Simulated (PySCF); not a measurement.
**Vertical excitation energies**

Compound: 1-isopropylnaphthalene, C13H14.
Bonds: C1–C2, C2–C3, C2–C4, C4–C5 (aromatic), C5–C6 (aromatic), C6–C7 (aromatic), C7–C8 (aromatic), C8–C9 (aromatic), C9–C10 (aromatic), C10–C11 (aromatic), C11–C12 (aromatic), C12–C13 (aromatic), C4–C13 (aromatic), C8–C13 (aromatic). Hydrogens: H14, H15, H16 on C1; H17 on C2; H18, H19, H20 on C3; H21 on C5; H22 on C6; H23 on C7; H24 on C9; H25 on C10; H26 on C11; H27 on C12.

Level of theory: PySCF 2.14.0, density-fitted response routines, TDDFT PBE0/def2-SVPD, vertical, gas phase, core orbitals frozen in the response. The structure is a single PBE0-D3(BJ)/def2-SVP conformer in the gas phase; no vibrational or solvent corrections. Torsions of this conformer, `[CH3:1][CH:2]([CH3:3])[c:4]1[cH:5][cH:6][cH:7][c:8]2[cH:9][cH:10][cH:11][cH:12][c:13]12`: C1–C2–C4–C5 -99°.

```
state  λ (nm)  E (eV)       f  |μ| (D)  main configurations (H = HOMO, L = LUMO)
   S1   284.7    4.35   0.091     2.35                                 H→L (94%)
   S2   276.1    4.49  0.0005     0.17                  H→L+1 (52%), H-1→L (47%)
   S3   217.9    5.69   0.014     0.82                  H-2→L (47%), H→L+2 (46%)
   S4   212.2    5.84   0.903     6.38      H-1→L (44%), H→L+1 (40%), H→L+2 (9%)
   S5   204.9    6.05   0.087     1.94                  H→L+3 (68%), H→L+2 (15%)
   S6   200.4    6.19   0.223     3.09                             H-1→L+1 (72%)
   S7   199.5    6.21   0.052     1.49   H-2→L (42%), H→L+2 (22%), H-1→L+1 (14%)
   S8   197.8    6.27   0.069     1.70              H-2→L+1 (48%), H-1→L+2 (36%)
   S9   193.9    6.39  0.0079     0.57                  H→L+4 (57%), H→L+5 (28%)
  S10   192.9    6.43  0.0018     0.27                               H-3→L (86%)
```

Triplets, Tamm–Dancoff:

```json
{"state": "T1", "E (eV)": "2.94", "λ (nm)": "421.4", "main configurations (H = HOMO, L = LUMO)": "H→L (92%)"}
{"state": "T2", "E (eV)": "4.00", "λ (nm)": "309.7", "main configurations (H = HOMO, L = LUMO)": "H→L+1 (56%), H-1→L (42%)"}
{"state": "T3", "E (eV)": "4.27", "λ (nm)": "290.6", "main configurations (H = HOMO, L = LUMO)": "H-1→L (54%), H→L+1 (40%)"}
{"state": "T4", "E (eV)": "4.31", "λ (nm)": "287.9", "main configurations (H = HOMO, L = LUMO)": "H-2→L (48%), H→L+2 (34%)"}
```

The lowest singlet lies at 4.35 eV (285 nm, ultraviolet) and is of moderate strength; its leading configuration is HOMO→LUMO (94%). The strongest level in the table is S4 at 5.84 eV (212 nm, f = 0.903). Löwdin shares by element: HOMO carbon 52% or more (atoms not listed hold the other 48%); LUMO carbon 46% or more (atoms not listed hold the other 54%). Of the 10 states listed, 7 reach f = 0.01 and 1 stays under 0.0005. The listed states span 2.07 eV, and the widest gap between neighbours is 1.20 eV (S2 to S3). Weighted by f, the mean energy of these states is 5.85 eV. Singlets were solved by full linear response, triplets in the Tamm–Dancoff approximation.
